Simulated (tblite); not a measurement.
C7H11N2P.
Structure used (GFN2-xTB), in Å, numbered top down from 1:
```xyz
21
C7H11N2P angstrom
C      4.3074   -0.2663    0.1596
C      3.1760    0.3792    0.4146
C      1.8655   -0.1508    0.1175
N      0.7959    0.5654    0.3972
N     -0.3042   -0.0672    0.0540
C     -1.5754    0.5879    0.2915
C     -2.3063    0.8292   -1.0277
C     -2.4215   -0.2243    1.2696
C     -0.1376   -1.2817   -0.4969
P      1.5172   -1.7305   -0.6243
H      5.2706    0.1554    0.3883
H      4.2982   -1.2466   -0.2918
H      3.1766    1.3626    0.8660
H     -1.3131    1.5491    0.7462
H     -2.5796   -0.1133   -1.4966
H     -1.6736    1.3879   -1.7134
H     -3.2129    1.4006   -0.8483
H     -2.7103   -1.1773    0.8324
H     -3.3233    0.3270    1.5216
H     -1.8644   -0.4154    2.1839
H     -0.9941   -1.8539   -0.8028
```

Computed with GFN2-xTB (tblite): harmonic, unscaled wavenumbers at the GFN2-xTB geometry, gas phase. Errors from tens to a few hundred cm⁻¹ against measured bands are possible. One conformer, not necessarily the lowest.

Harmonic wavenumbers (cm⁻¹): 35.4, 76.9, 116.4, 142.8, 188.2, 209.6, 228.6, 237.8, 288.4, 353.6, 422.4, 470.2, 504.7, 545.6, 588.5, 618.6, 685.1, 722.5, 739.0, 878.1, 902.3, 939.3, 947.8, 971.7, 974.6, 999.9, 1005.5, 1088.3, 1141.6, 1159.7, 1180.3, 1242.4, 1256.7, 1268.7, 1301.3, 1346.0, 1384.2, 1402.2, 1405.1, 1417.0, 1463.7, 1484.6, 1486.5, 1493.9, 1497.4, 1668.1, 2955.0, 3037.2, 3042.5, 3043.3, 3043.5, 3050.7, 3054.4, 3060.6, 3083.6, 3125.2, 3129.4.

A = 2655, B = 670.7, C = 605.3 MHz; mass 154.066 u (most abundant isotopes); point group Cs, symmetry number 1.

**Question.** What is the zero-point energy?

**Answer.** Half the sum of the wavenumbers: 37053 cm⁻¹ = 105.94 kcal/mol.

**Question.** Entropy at 273.15 K, 1 bar (ideal gas, RRHO, classical rotation)?

**Answer.** Translation 40.60, rotation 29.82, vibration 29.18: S = 99.6 cal/(mol K).

**Question.** And Cp and H(273.15 K) − H(0)?

**Answer.** Cp = 39.09 cal/(mol K), of which vibrations give 31.14 (their classical limit is 57 R = 113.3); H(273.15 K) − H(0) = 6.43 kcal/mol without the zero-point energy, 4.26 from vibrations.

**Question.** Blend soft modes into free rotors: weight 1/[1 + (100 cm⁻¹/ν̃)⁴] for the oscillator and the rest for a rotor with moment μB/(μ + B), μ = h/(8π²ν), B = 10⁻⁴⁴ kg m². What vibrational entropy results?

**Answer.** 26.98 cal/(mol K) in place of 29.18, which changes −T·S at 273.15 K by +0.60 kcal/mol.

**Question.** How do the functions run with temperature in this model?

**Answer.** 
```
T (K)  S (cal/(mol K))  Cp (cal/(mol K))  H − H(0) (kcal/mol)  G − H(0) (kcal/mol)  ln q(vib)
  100             71.6              19.8                 1.34                -5.82       1.88
  200             88.8              30.9                 3.88               -13.87       4.72
  300            103.4              42.2                 7.53               -23.49       7.60
  500            130.0              62.8                18.12               -46.88      13.33
  800            164.3              82.7                40.22               -91.19      21.63
 1000            183.7              91.2                57.66              -126.02      26.79
```

q(vib) and H(0) count from the zero-point level.

**Question.** What must be added to the electronic energy to get the Gibbs energy at 273.15 K and 1 bar?

**Answer.** ZPE + [H(273.15 K) − H(0)] − T·S = 105.94 + 6.43 − 27.20 = 85.17 kcal/mol.

Hindered rotation and anharmonicity are outside this model. Other conformers, if any are populated, would add a mixing term that is left out.
